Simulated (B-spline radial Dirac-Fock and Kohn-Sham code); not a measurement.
# Lu⁺: eigenvalues, ΔSCF and the reference

System: the Lu⁺ ion, configuration 1s2 2s2 2p6 3s2 3p6 3d10 4s2 4p6 4d10 4f12 5s2 5p6 5d2 6s2 (an excited configuration).

The density-functional columns are spherical, spin-unpolarised Dirac-Kohn-Sham results without Breit or QED terms: −ε is minus the orbital energy of the initial state and ΔSCF the difference of two total energies. The reference in the last column comes from Dirac-Fock ΔSCF + Breit + QED. All numbers are from a radial atomic solver, in eV; a selection of levels is shown. For the 1s level of heavy atoms much of the gap between ΔSCF and the reference is the Breit and QED part, -304.1 eV here; for other levels the error of the functional can be larger.

```
level   PBE −ε  PBE ΔSCF  Dirac-Fock
   1s  63168.8   63694.0     63346.0
   2s  10769.0   10863.4     10915.4
2p1/2  10281.1   10402.7     10387.4
2p3/2   9163.8    9269.6      9282.8
   3s   2463.0    2490.0      2539.3
3p1/2   2246.9    2275.8      2307.7
3p3/2   2008.6    2035.0      2068.9
3d3/2   1641.1    1673.0      1680.8
3d5/2   1589.1    1620.1      1629.9
   4s    512.1     524.4       551.6
4p1/2    424.0     436.1       456.4
4p3/2    369.3     381.0       401.7
4d3/2    224.1     235.5       244.7
4d5/2    214.0     225.3       234.7
   4f    34.15     44.28       41.25
   5s    78.63     85.86       89.90
5p1/2    52.99     59.77       59.37
5p3/2    45.13     51.57       51.48
   5d    12.30     17.22       16.29
   6s    12.21     15.62       13.69
```

Values without a named source are computed, but for edge energies of neutral atoms, which are taken from tables.
